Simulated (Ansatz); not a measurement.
Reactions of `[F][Al]([SH])[O][SiH3]`.

Computed with Ansatz on PBE0-D4/def2-TZVP structures; ΔE is electronic, products minus reactants. CCSD(T)/CBS adds triple-zeta CCSD(T) − MP2 to the extrapolated MP2 energy (def2 sets, frozen cores). This one scheme is used for every species. Elements past krypton have def2 core potentials. For Ge, Sb, Sn outer-core shells are correlated without core-valence functions, which leaves a few kJ/mol of doubt a bond. Scalar relativity is left out up to krypton. One conformer a species, not always the lowest.

(1) Order these by ΔE at CCSD(T)/CBS, lowest first. (An estimate is asked.)
A. `[F][Al]([SH])[O][SiH3]` + `NC[SiH2]N` → `N[SiH2]C(N)[SiH3]` + `[OH][Al]([F])[SH]`
B. `[F][Al]([SH])[O][SiH3]` + H₂O → `[OH][Al]([SH])[O][SiH3]` + H–F
C. `[F][Al]([SH])[O][SiH3]` + `[NH2][GeH]([OH])[F]` → `[NH2][Al]([F])[O][SiH3]` + `[OH][GeH]([F])[SH]`
D. `[F][Al]([SH])[O][SiH3]` + `CCB(O)O` → `CCB(O)O[SiH3]` + `[OH][Al]([F])[SH]`
E. `[F][Al]([SH])[O][SiH3]` + `C[CH](N)[SbH2]` → `N[CH]([SiH3])[SbH2]` + `C[O][Al]([F])[SH]`
F. `[F][Al]([SH])[O][SiH3]` + `[CH3][Sn]([F])([F])[F]` → `[F][Sn]([F])([F])[SiH3]` + `C[O][Al]([F])[SH]`
G. `[F][Al]([SH])[O][SiH3]` + CH₃OH → `C[O][Al]([F])[O][SiH3]` + H₂S

Largest T1 diagnostic: 0.015, for `[F][Sn]([F])([F])[SiH3]`.

Answers

(1) G (-0.17 eV), C (-0.06 eV), D (+0.23 eV), B (+0.50 eV), A (+1.21 eV), F (+1.81 eV), E (+1.92 eV).
